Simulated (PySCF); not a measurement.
Geometry:
| atom | x (Å) | y (Å) | z (Å) |
| --- | --- | --- | --- |
| C1 | 3.070 | 0.137 | 0.258 |
| C2 | 1.891 | 0.096 | 0.475 |
| C3 | 0.517 | 0.053 | 0.803 |
| F4 | 0.251 | 0.122 | 2.121 |
| C5 | -0.471 | -0.048 | -0.086 |
| C6 | -1.915 | -0.091 | 0.296 |
| F7 | -2.497 | -1.229 | -0.167 |
| F8 | -2.593 | 0.931 | -0.290 |
| H9 | 4.095 | 0.170 | 0.033 |
| H10 | -0.250 | -0.102 | -1.139 |
| H11 | -2.092 | -0.037 | 1.380 |

- PBE0/pcSseg-1 with gauge-including orbitals
- structure optimised with GFN2-xTB
- program: PySCF 2.14
- no solvent model, non-relativistic, a single conformation, fast rotation and ring inversion assumed for equivalent nuclei

Q: List the cross peaks expected in HSQC, COSY and HMBC spectra.

A: 

HSQC (one-bond C–H):
```tsv
δH	δC
7.01 (H11)	115.9 (C6)
5.82 (H10)	122.2 (C5)
3.00 (H9)	94.1 (C1)
```

COSY cross peaks (H two or three bonds apart, from the bond graph; peaks can be absent where the dihedral angle is near 90°):
```tsv
δH	δH
7.01 (H11)	5.82 (H10)
```

HMBC (two and three bonds, from the bond graph):
```tsv
δH	δC
7.01 (H11)	154.5 (C3), 122.2 (C5)
5.82 (H10)	154.5 (C3), 115.9 (C6), 79.2 (C2)
3.00 (H9)	154.5 (C3), 79.2 (C2)
```

Shifts are taken against calculated references (same method and geometry level): TMS for 1H (σref 31.72) and 13C (σref 186.93).

Shifts are as computed. Against solution values, carbons near 30 ppm lie about +3 ppm off and those near 130 ppm about +5 ppm. Of 1211 compounds with measured shifts, 218 miss one by over three times the rms of a fit or turn the order of signals round; such compounds aren't used in these exercises.
